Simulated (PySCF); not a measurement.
NMR data simulated for an unnamed compound:

1H NMR (300 MHz, computed): δ 8.78 (d, 2H), 7.17 (m, 1H), 7.07 (d, 2H), 6.51 (m, 1H), 6.43 (m, 1H), 5.75 (m, 1H), 5.71 (m, 1H).

13C{1H} NMR (computed): δ 156.0 (CH), 148.8 (C), 141.8 (CH), 140.8 (CH), 136.6 (CH), 130.8 (CH2), 128.2 (CH).

How the numbers were obtained: coordinates at the PBE0-D3(BJ)/def2-SVP level, shielding tensors at PBE0/pcSseg-1 (GIAO), in PySCF 2.14.0 with density-fitted response routines (single conformer, no solvent model, one averaged value for each set of equivalent atoms, non-relativistic).

Referencing at the same level of theory: TMS for 1H and 13C.

Question: Which of these does the molecule contain: a heteroaromatic ring, a non-aromatic C=C double bond, a tert-butyl group, a nitrile, a vinyl group CH=CH2, a CH3CH2 unit?

Answer: 
- A heteroaromatic ring: yes.
- A non-aromatic C=C double bond: yes.
- A tert-butyl group: no.
- A nitrile: no.
- A vinyl group CH=CH2: yes (δC 130.8, 140.8; δH 5.75 (m), 5.71 (m), 7.17 (m)).
- A CH3CH2 unit: no.

The data belong to SMILES C=C/C=C\c1ccncc1, C9H9N; they needn't prove each group on their own.

Carbon signals by region: 7 in the sp2 and nitrile region (100–160 ppm).

Shifts are as computed. Against solution values, carbons near 30 ppm lie about +2 ppm off and those near 130 ppm about +5 ppm. Of 1211 compounds with measured shifts, 218 miss one by over three times the rms of a fit or turn the order of signals round; such compounds aren't used in these exercises. Multiplicities follow the n + 1 count of equivalent neighbours, as no J values were calculated; m marks all less simple cases, F and P coupling included.
